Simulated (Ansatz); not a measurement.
CFGeN, SMILES `N#[C][Ge][F]` (lower singlet) (charge 0, multiplicity 1). This singlet lies 2.37 eV below the relaxed triplet at the level frozen-core CCSD(T)/cc-pVTZ // B3LYP-D3(BJ)/def2-TZVP (Ansatz, a quantum-chemistry and plane-wave program).

Calculation: Ansatz with PBE/cc-pVTZ // B3LYP-D3(BJ)/def2-TZVP.

Ansatz 0.2 input:
```yaml
crystal:
  periodic: [false, false, false]
  atoms:
    - { symbol: N, position_ang: [-1.912793, -0.233675, -0.344079] }
    - { symbol: C, position_ang: [-0.842319, 0.047423, -0.010067] }
    - { symbol: Ge, position_ang: [0.899744, 0.797586, 0.663058] }
    - { symbol: F, position_ang: [1.855369, -0.611335, 0.230173] }
basis:
  gaussian: { orbitals: cc-pVTZ }
hamiltonian:
  xc: pbe
```

Output:

```
Functional definition: PBE
842 factors; their error is unknown
mean field evaluation 1: about -61742.8121 eV, gradient 6.5e1 eV
mean field evaluation 2: about -61633.4541 eV, gradient 1.8e2 eV
mean field evaluation 4: about -61750.4067 eV, gradient 1.6e1 eV
mean field evaluation 8: about -61750.9851 eV, gradient 2.7e-1 eV
mean field evaluation 16: about -61750.9608 eV, gradient 6.2e-5 eV
mean field -61750.96081654 eV, -2269.3059537033 hartree, gradient 6.2e-5 eV, S^2 0.000000; 0 other end points of the search recorded, 0 dependent functions left out
reference -61750.96084509 eV, -2269.3059547524 hartree; 27, 27 occupied and 106, 106 virtual orbitals, 842 factors
Total energy: -61750.96084509 eV, -2269.3059547524 hartree
```
